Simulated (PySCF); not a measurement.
Mapped SMILES: `[CH3:1][C:2]([CH3:3])([CH3:4])[C:5]#[C:6][B:7]([OH:8])[OH:9]`. Each H is labelled by its parent atom.

- σ from GIAO-PBE0/pcSseg-1
- geometry: PBE0-D3(BJ)/def2-SVP
- program: PySCF 2.14
- fast rotation and ring inversion assumed for equivalent nuclei, single conformer, relativity neglected, isolated molecule

Task: Predict the 2D correlation tables (HSQC, COSY, HMBC).

Result: 

HSQC (one-bond C–H):
```
                      δH               δC
1.21 (H(C1)/H(C3)/H(C4))  32.5 (C1/C3/C4)
```

HMBC (two and three bonds, from the bond graph):
```
                      δH                                      δC
1.21 (H(C1)/H(C3)/H(C4))  115.9 (C5), 32.5 (C1/C3/C4), 28.3 (C2)
```

No COSY cross peaks are expected.

Referencing at the same level of theory: TMS for ¹H, ¹³C.

Exchangeable OH/NH protons stand at their gas-phase positions; hydrogen bonding in a real sample shifts them, mostly to higher δ. A carbon bonded to boron is broadened by the quadrupolar boron nucleus and is often missing from a measured spectrum. Shifts are as computed. Against solution values, carbons near 30 ppm lie about +2 ppm off and those near 130 ppm about +5 ppm. Of 1211 compounds with measured shifts, 218 miss one by over three times the rms of a fit or turn the order of signals round; such compounds aren't used in these exercises.
